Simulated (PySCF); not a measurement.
Bromine: a sound run and one with changed settings

Sound run: Br [Ar] 3d10 4s2 4p5, Br⁺ [Ar] 3d10 4s2 4p4. Computed with PySCF 2.14 in cc-pVDZ-DK (5s4p2d, 27 functions), with the spin-free X2C one-electron Hamiltonian (Gaussian nucleus). In the sound run the correlated levels freeze [Ar] 3d10. The sound run starts from symmetry-adapted Hartree-Fock orbitals and uses a fine grid where one is needed.

Changed run: the non-relativistic Hamiltonian (point nucleus). This setting is unsound on purpose.

```csv
species,method,sound run (hartree),changed run (hartree),converged
Br,UHF,-2604.29841,-2552.61490,yes
Br,r2SCAN,-2606.07932,-2554.39992,yes
Br,M06-L,-2605.99969,-2554.31851,yes
Br,MP2,-2604.39056,-2552.70755,yes
Br,CCSD(T),-2604.40532,-2552.72278,yes
Br⁺,UHF,-2603.90303,-2552.21647,yes
Br⁺,r2SCAN,-2605.64272,-2553.96011,yes
Br⁺,M06-L,-2605.56763,-2553.88338,yes
Br⁺,MP2,-2603.97470,-2552.28912,yes
Br⁺,CCSD(T),-2603.99079,-2552.30592,yes
```

Ionisation energy of Br:

| method | sound run (eV) | changed run (eV) |
| --- | --- | --- |
| UHF | 10.759 | 10.842 |
| r2SCAN | 11.880 | 11.968 |
| M06-L | 11.757 | 11.840 |
| MP2 | 11.316 | 11.386 |
| SCS-MP2 | 11.292 | 11.362 |
| CCSD | 11.279 | 11.343 |
| CCSD(T) | 11.280 | 11.343 |

Most of the change in total energy is the relativistic energy itself. On top of that the contraction fixes the core shape for the Hamiltonian it was made with, so the changed run is not a good calculation with the other Hamiltonian either.

For comparison, NIST gives 11.814 eV between the lowest levels.
